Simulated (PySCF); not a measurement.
**NMR data sheet: C4H10F2O2Si**

* Formula: C4H10F2O2Si
* SMILES: CO[Si](C)(OC)C(F)F
* Point group of the computed structure: C1
* Degrees of unsaturation: 0
* Carbon signals: 3
* Proton signals: 3

Atom-mapped SMILES (the numbers label the heavy atoms): `[CH3:1][O:2][Si:3]([CH3:4])([O:5][CH3:6])[CH:7]([F:8])[F:9]` (H(Xn): hydrogen on atom n).

Level of theory: NMR shieldings at PBE0/pcSseg-1/GIAO, GFN2-xTB structure, in PySCF 2.14 (a single conformation, equivalent nuclei averaged, no solvent model, relativity neglected).

Shifts are taken against calculated references (same method and geometry level): TMS for 1H (σ = 31.72 ppm) and 13C (σ = 186.93 ppm) and 29Si (σ = 349.16 ppm); 19F (σ = 170.95 ppm) against CFCl3; H2O for 17O (σ = 336.08 ppm).

| carbon | δC, type | δH (multiplicity) | HMBC from (2–3 bonds) | span of the C tensor (ppm) |
| --- | --- | --- | --- | --- |
| C1/C6 | 52.8, CH3 | 3.92 (s) | – | 78 |
| C4 | -6.0, CH3 | 0.19 (s) | H(C7) | 12 |
| C7 | 127.4, CH | 5.97 (m) | H(C4) | 28 |

Other nuclei:
| atoms | nucleus | environment | δ (ppm) | σ (ppm) |
| --- | --- | --- | --- | --- |
| F8/F9 | 19F | fluorine of a CF2 group | -160.2 | 331.1 |
| Si3 | 29Si | silicon bonded to 2 C, 2 O | -26.4 | 375.6 |
| O2/O5 | 17O | oxygen bonded to C, Si | 27.6 | 308.5 |

1. Carbon types of the structure: 1 × CH, 3 × CH3, which accounts for all hydrogens.
2. δC 127.4: sp3 CH bonded to 2 F and Si; 2 electronegative neighbours deshield it.
3. δC 52.8: methyl carbon bonded to O; the inductive effect lowers its shielding.
4. δC -6.0: methyl carbon bonded to Si; an electropositive neighbour leaves it electron-rich and shielded.
5. δH 5.97: hydrogen on an sp3 CH bonded to 2 F and Si; its carbon carries F, which withdraws density.
6. δH 3.92: hydrogen on a methyl carbon bonded to O; its carbon carries O, an electronegative neighbour.

Splittings by 19F in the carbon and heteronuclear signals aren't shown, as no couplings were computed. Shifts are as computed. Against solution values, carbons near 30 ppm lie about +3 ppm off and those near 130 ppm about +5 ppm. Of 1211 compounds with measured shifts, 218 miss one by over three times the rms of a fit or turn the order of signals round; such compounds aren't used in these exercises. Unscaled 19F shifts against computed CFCl3 carry errors that often reach 10 to 50 ppm. Experimental scales use liquid or dissolved standards, which lie at an offset from isolated H2O (liquid H2O: subtract about 36 ppm). Multiplicities follow the n + 1 count of equivalent neighbours, as no J values were calculated; m marks all less simple cases, F and P coupling included.
